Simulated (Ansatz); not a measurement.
`[O]=[Nb]([OH])([F])[Cl]` + HCl → `[O]=[Nb]([OH])([Cl])[Cl]` + H–F at 700 K and 1 bar (ligand exchange at the Nb–F bond).

Isolated molecules relaxed with PBE0-D4/def2-TZVP in Ansatz; ΔE leaves out vibrations. CCSD(T)/CBS is the MP2 limit (def2-TZVPP, def2-QZVPP) plus CCSD(T) − MP2 in def2-TZVPP, frozen cores. This one scheme is used for every species. Elements past krypton have def2 core potentials. For Nb outer-core shells are correlated without core-valence functions, which leaves a few kJ/mol of doubt a bond. One conformer a species, not always the lowest.

```csv
species,CCSD(T)/CBS energy (Eh),H − E (kJ/mol),S (J/(mol·K))
`[O]=[Nb]([OH])([F])[Cl]`,-767.67871,116.7,440.1
HCl,-460.38127,38.4,211.8
`[O]=[Nb]([OH])([Cl])[Cl]`,-1127.66427,116.0,453.4
H–F,-100.39570,45.2,198.5
```

H − E and S are ideal-gas, rigid-rotor, harmonic terms from PBE0-D4/def2-TZVP, for one conformer and one mirror image of each species. 1 Eh = 2625.50 kJ/mol, R = 8.31446 J/(mol·K).

Task: By hand: ΔE, ΔH, ΔS and ΔG.

Result: ΔE = (-1127.66427) + (-100.39570) − (-767.67871) − (-460.38127) = 0.00001 Eh = 0.0 kJ/mol. Δ(H − E) = 116.0 + 45.2 − 116.7 − 38.4 = 6.1, so ΔH = 6.1 kJ/mol. ΔS = 453.4 + 198.5 − 440.1 − 211.8 = 0.0 J/(mol·K). ΔG = 6.1 − 700 × (0.0)/1000 = 6.1 kJ/mol.

Task: By hand: the equilibrium constant, and the temperature at which ΔG would vanish if ΔH and ΔS stayed fixed.

Result: log₁₀ K = −ΔG/(RT ln 10) = -0.5. With ΔH or ΔS at zero there is no such temperature.

The number of gas molecules stays the same, so ΔS is small and ΔH decides. A doubt of 5 kJ/mol in ΔE shifts log₁₀ K by 0.4 here. Other conformers and mirror images would add mixing entropy, several J/(mol·K) or more a flexible species. These are equilibria of isolated gas molecules and say nothing of rates. Largest T1 diagnostic: 0.022 (customary marks: 0.02 for closed shells, 0.045 for open ones).

ΔS is within the doubt of such terms, so its sign, and with it that verdict, could turn.
